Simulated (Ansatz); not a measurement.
Z-matrix (Å, degrees):
```
B
O 1 1.631
H 1 1.215 2 105.5
H 1 1.208 2 103.3 3 -120.0
H 1 1.208 2 103.3 3 120.0
C 2 1.442 1 114.5 3 -61.0
C 2 1.442 1 114.5 3 60.8
C 6 1.523 2 105.4 1 88.4
H 6 1.087 2 106.8 1 -34.5
H 6 1.093 2 106.8 1 -152.1
C 7 1.523 2 105.5 1 -88.6
H 7 1.093 2 106.8 1 151.8
H 7 1.087 2 106.8 1 34.3
H 8 1.089 6 110.5 2 -95.7
H 8 1.090 6 110.9 2 144.4
H 11 1.090 7 110.8 2 -143.8
H 11 1.089 7 110.6 2 96.3
```

The species carries charge 0 and has multiplicity 1.

(1) List the B3LYP/def2-TZVPP orbital energies in eV (the Gaussian-basis code of Ansatz). (An estimate is asked.)

Results:

(1) Ansatz gave: Occupied: -522.63, -278.82, -278.82, -277.39, -277.38, -182.00, -30.14, -22.20, -21.09, -17.65, -17.01, -15.53, -14.43, -13.46, -13.06, -11.90, -11.62, -10.57, -10.44, -10.26, -9.64, -9.30, -7.73, -7.44. Lowest empty: 0.41, 1.11, 1.46, 1.46, 1.63, 2.37, 2.47, 2.59.

B3LYP here is the variant with VWN-RPA as its local correlation; programs differ in this.
